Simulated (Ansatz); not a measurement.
Stepwise reaction of `[NH2][In]([F])[F]` with hydrogen sulfide, as a gas-phase model of exchange steps in deposition or etching. ΔE in kJ/mol.

Computed with Ansatz on PBE0-D4/def2-TZVP structures; ΔE is electronic, products minus reactants. CCSD(T)/CBS adds triple-zeta CCSD(T) − MP2 to the extrapolated MP2 energy (def2 sets, frozen cores). This one scheme is used for every species. Functionals use def2-TZVPP. B3LYP here is the variant with VWN-RPA as its local correlation; programs differ in this. Elements past krypton have def2 core potentials. For In outer-core shells are correlated without core-valence functions, which leaves a few kJ/mol of doubt a bond. Each species was taken in one conformer, which may not be the lowest.

```json
{"step": "1", "reaction": "`[NH2][In]([F])[F]` + H₂S → `[NH2][In]([F])[SH]` + H–F", "PBE-D4": "-40.1", "B3LYP-D4": "-36.4", "ωB97M-V": "-37.9", "CCSD(T)/CBS": "-43.9"}
```

Problem. Give the row of step 2, `[NH2][In]([F])[SH]` + H₂S → `[NH2][In]([SH])[SH]` + H–F. (An estimate is asked.)

Solution. The calculation gave: 
```tsv
step	reaction	PBE-D4	B3LYP-D4	ωB97M-V	CCSD(T)/CBS
2	`[NH2][In]([F])[SH]` + H₂S → `[NH2][In]([SH])[SH]` + H–F	-25.3	-21.9	-23.5	-30.5
```

Problem. By hand: ΔE of the 2 steps together at CCSD(T)/CBS.

Solution. (-43.9) + (-30.5) = -74.4 kJ/mol, or -37.2 kJ/mol a step.

In ΔE each step is higher than the one before. All are downhill at CCSD(T)/CBS. PBE-D4 differs from CCSD(T)/CBS by 3.8 to 5.2 kJ/mol a step. Isolated molecules leave out the surface, adducts and barriers. Largest T1 diagnostic: 0.016.
